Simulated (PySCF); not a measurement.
C₃H₅NOSi, SMILES C=C[SiH2]OC#N. Coordinates come from a PBE-D3(BJ)/def2-SVP optimisation. The structure was generated by enumeration, and PubChem lists no compound with its InChIKey, so it may never have been made. One conformer was computed; it need not be the lowest.

Computed equilibrium geometry at PBE-D3(BJ)/def2-SVP (PySCF confirms it by a frequency run) as Cartesian coordinates in Å, and its point group (one conformer of several):
point group Cs.
```xyz
11

C     -1.1723    -2.2804     0.0000
C      0.1608    -2.0784     0.0000
Si     0.9388    -0.3915     0.0000
O     -0.4257     0.6923     0.0000
C     -0.3577     1.9797     0.0000
N     -0.3380     3.1573     0.0000
H     -1.8852    -1.4389     0.0000
H     -1.6049    -3.2952     0.0000
H      0.8361    -2.9546     0.0000
H      1.7488    -0.0980     1.2279
H      1.7488    -0.0980    -1.2279
```
Charge 0, spin multiplicity 1.
